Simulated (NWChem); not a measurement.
# Correlation energy of ammonium (H$_{4}$N (+1))

```
N
H 1 1.0322
H 1 1.0322 2 109.47
H 1 1.0322 2 109.47 3 120.00
H 1 1.0322 2 109.47 3 -120.00
```
Charge +1, spin multiplicity 1.

Everything below was run with NWChem. The geometry was optimised at B3LYP/def2-SVP, a minimum by its harmonic frequencies.

Basis set: def2-TZVP. Each correlation energy counts from its own Hartree-Fock reference.

The correlated methods keep 1 core orbital frozen. Coupled-cluster values serve here as a point of comparison, not as the truth.

Order these methods by the correlation energy they give, lowest first: MP2, SCS-MP2, CR-CCSD[T], CCSD.

CR-CCSD[T] (-241.5 mHa), CCSD (-236.0 mHa), SCS-MP2 (-222.8 mHa), MP2 (-219.7 mHa)
